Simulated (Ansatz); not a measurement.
Consider the ligand exchange at a Ga–Br bond: `[NH2][Ga]([Cl])[Br]` + H₂S → `[NH2][Ga]([SH])[Cl]` + HBr.

Gas-phase electronic energies from Ansatz, PBE0-D4/def2-TZVP geometries. CCSD(T)/CBS adds triple-zeta CCSD(T) − MP2 to the extrapolated MP2 energy (def2 sets, frozen cores). This one scheme is used for every species. DFT in def2-TZVPP. For Br, Ga outer-core shells are correlated without core-valence functions, which leaves a few kJ/mol of doubt a bond. Scalar relativity is left out up to krypton. One conformer a species, not always the lowest.

**Question.** Is it downhill or uphill in electronic energy at CCSD(T)/CBS, and by how much? (Estimate.)

**Answer.** Computed: Uphill: ΔE = +8.7 kcal/mol.

**Question.** What do these levels give: PBE-D4, BHLYP-D4, B2PLYP, CAM-B3LYP, HF/CBS(def2), MP2/CBS(def2)? (Estimate.)

**Answer.** Computed: PBE-D4 7.6, BHLYP-D4 10.0, B2PLYP 9.2, CAM-B3LYP 9.1, HF/CBS(def2) 12.1, MP2/CBS(def2) 8.7 kcal/mol.

Largest T1 diagnostic among the species: 0.012.

From PBE to PBE0 (25 % exact exchange), in def2-TZVPP and without D4, ΔE moves by +0.8 kcal/mol. Leaving LDA and LC-ωPBE aside and taking each functional with its dispersion term where it has one, the values, not all of them listed here, spread over 2.5 kcal/mol, from revPBE-D4 to BHLYP-D4. LDA lies −0.9 kcal/mol from PBE without D4.
